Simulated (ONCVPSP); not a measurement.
## Which change was made? (Si, ONCV)

```
Element                 : silicon (Si)
Generator               : ONCVPSP 4.0.1
Type                    : optimised norm-conserving Vanderbilt (ONCV)
Functional              : BLYP
Relativity              : scalar-relativistic
Frozen core             : [Ne]
Valence charge          : 4
Reference configuration : 3s2 3p1.5 (charge +0.5)
Partial waves           : 3s: rc 1.30 bohr, ncon 3, nbas 7, qcut 5.1 1/bohr, 2 projectors, debl 1.4 Ha; 3p: rc 2.05 bohr, ncon 5, nbas 9, qcut 4.5 1/bohr, 3 projectors, debl 0.7 Ha
Local potential         : polynomial inside 0.95 bohr (lpopt 2, dvloc0 2 Ha)
Core correction         : none
```

Cutoffs, loose and tight: the cutoffs (Ha) at which the residual kinetic energy of the hardest occupied pseudo-wave falls to 1 and 0.1 mHa per electron. They do not see the model core or the augmentation charge, which bear on the density cutoff. Test errors are all-electron minus pseudo excitation energies from the reference, over the configurations 3s2 3p2; 3s2 3p1; 3s2 3p0; 3s1 3p3; variants that change the core or the reference have their own tests.

The base gives: outcome: generated; cutoff, loose: 13 Ha; cutoff, tight: 79 Ha; bound ghosts: s, p; GHOST(+) flags above zero: p; largest test error (meV): +25.

Task: After one change the result is: outcome: generated; cutoff, loose: 13 Ha; cutoff, tight: 79 Ha; bound ghosts: s; GHOST(+) flags above zero: none; largest test error (meV): +23. Which change was it?
A. s: rc 1.12
B. functional PBE
C. p: ncon 3, nbas 7

Result: C. The others give: s: rc 1.12 → outcome: generated; cutoff, loose: 123 Ha; cutoff, tight: 144 Ha; bound ghosts: s, p; GHOST(+) flags above zero: p; largest test error (meV): +35 | functional PBE → outcome: generated; cutoff, loose: 13 Ha; cutoff, tight: 78 Ha; bound ghosts: s, p; GHOST(+) flags above zero: p; largest test error (meV): -3.7.
